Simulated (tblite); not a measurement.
C6H8ClO (doublet state).
Cartesian coordinates in Å at the GFN2-xTB level; atoms count from 1:
```
atom  x, y, z in Å
O1    -2.410    0.598    0.011
C2    -1.094    0.239    0.368
C3    -0.225    1.448    0.307
C4     1.121    1.335    0.065
C5     1.727    0.121   -0.194
C6     0.938   -1.118   -0.237
Cl7    1.054   -1.931    1.418
C8    -0.529   -0.865   -0.541
H9    -2.974   -0.180    0.069
H10   -1.084   -0.135    1.412
H11   -0.701    2.397    0.482
H12    1.729    2.228    0.067
H13    2.794    0.052   -0.322
H14    1.363   -1.864   -0.912
H15   -1.106   -1.786   -0.424
H16   -0.612   -0.532   -1.579
```

Computed geometry: GFN2-xTB, gas phase. This method treats the open shell by occupation alone, without spin polarisation.

Take the most abundant isotopes and a rigid rotor. The values belong to one conformer with, in the numbering `[OH:1][C@@H:2]1[CH:3][CH:4]=[CH:5][C@@H:6]([Cl:7])[CH2:8]1`, H–O1–C2–C3 -179°, O1–C2–C3–C4 -153°, C2–C3–C4–C5 3°, C4–C5–C6–Cl7 -96°, C5–C6–C8–C2 -49°.

**Question.** Give the principal moments of inertia and the rotational constants in cm⁻¹.

**Answer.** Ia = 193.64, Ib = 363.43, Ic = 465.73 u·Å²; 505379 MHz·u·Å²/I gives 2610, 1391 and 1085 MHz, that is A = 0.08706, B = 0.04638, C = 0.03620 cm⁻¹.

**Question.** Classify the top.

**Answer.** An asymmetric top: κ = (2 × 1391 − 2610 − 1085)/(2610 − 1085) = -0.60.

**Question.** Is it planar, by Δ = Ic − Ia − Ib?

**Answer.** Not planar: Δ = Ic − Ia − Ib = -91.34 u·Å². For a rigid frame Δ = −2 Σ m c², so Σ m c² = 45.67 u·Å² lies off the ab plane: 10.86 from hydrogen and 34.81 from heavier atoms. The atom farthest from that plane is 1.86 Å away.

**Question.** Where do the levels up to J = 3 lie, in MHz?

**Answer.** Above 0(0,0):
J = 1: 1(0,1) 2476, 1(1,1) 3695, 1(1,0) 4001
J = 2: 2(0,2) 7377, 2(1,2) 8341, 2(1,1) 9257, 2(2,1) 12915, 2(2,0) 12966
J = 3: 3(0,3) 14610, 3(1,3) 15281, 3(1,2) 17108, 3(2,2) 20343, 3(2,1) 20587, 3(3,1) 27232, 3(3,0) 27238

**Question.** Estimate the classical rotational partition function at 25 K, 50 K and 100 K.

**Answer.** Point group C1, symmetry number σ = 1; q = (√π/σ)·√((kT/h)³/(ABC)), k/h = 20836.6 MHz/K: 10600 at 25 K, 30000 at 50 K, 84900 at 100 K.

For this open shell read J as N, the rotation without spin; fine and hyperfine splittings come on top. Its GFN2-xTB frequencies are all real (lowest 97 cm⁻¹). No vibrational averaging or centrifugal distortion is included, and the geometry carries the error of its method.

Hardware: one thread of an Intel Xeon at 2.50 GHz (shared host). Cost: 0.92 s. That covers the optimisation of the geometry.
